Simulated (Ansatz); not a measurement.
CH4ClFMoO3 (`C[O][Mo](=[O])([OH])([F])[Cl]`), 11 atoms. Total charge 0; spin multiplicity 1. Correlated methods include outer-core shells of Mo, which these sets cover unevenly. Mo: def2 effective core potential. All runs use 4 threads of an AMD EPYC 9R45 on a shared host. Correlated methods freeze the cores.

(1) How many basis functions does each run have, and how long does it take in Ansatz? RKS ωB97M-V/def2-QZVPP energy; RKS PBE0-D4/def2-TZVP relaxation (16 steps); RHF-CCSD(T)/def2-SVP energy; RKS r2SCAN0-D4/def2-TZVPP energy; RKS BHLYP-D4/def2-TZVPP energy; RKS ωB97X-V/def2-TZVPP energy; RHF-MP2/def2-QZVPP energy; direct RPA on PBE orbitals/def2-TZVPP energy; RKS PBE-QIDH (frozen core)/def2-TZVPP energy; RKS PBE0-D4/def2-TZVP frequencies; RHF-MP2/def2-TZVPP energy; RKS PBE0-D4/def2-QZVPP energy. (Best estimate.)

Results:

(1) Computed: Other jobs shared the machine, so times are rough.

```
                                level                    job  functions  wall time  peak host memory (GiB)
              RKS BHLYP-D4/def2-TZVPP                 energy        309      2.6 s                     1.1
                   RHF-MP2/def2-TZVPP                 energy        309      3.3 s                       1
            RKS r2SCAN0-D4/def2-TZVPP                 energy        309      3.5 s                     1.1
direct RPA on PBE orbitals/def2-TZVPP                 energy        309      4.8 s                     1.1
RKS PBE-QIDH (frozen core)/def2-TZVPP                 energy        309      5.5 s                     1.1
               RKS ωB97X-V/def2-TZVPP                 energy        309      5.5 s                     1.3
               RKS PBE0-D4/def2-QZVPP                 energy        556      6.5 s                     2.7
               RKS ωB97M-V/def2-QZVPP                 energy        556       13 s                     3.2
                   RHF-MP2/def2-QZVPP                 energy        556       16 s                     4.3
                 RHF-CCSD(T)/def2-SVP                 energy        139       17 s                     1.3
                RKS PBE0-D4/def2-TZVP  relaxation (16 steps)        256       42 s                     0.9
                RKS PBE0-D4/def2-TZVP            frequencies        256    2.2 min                     0.9
```
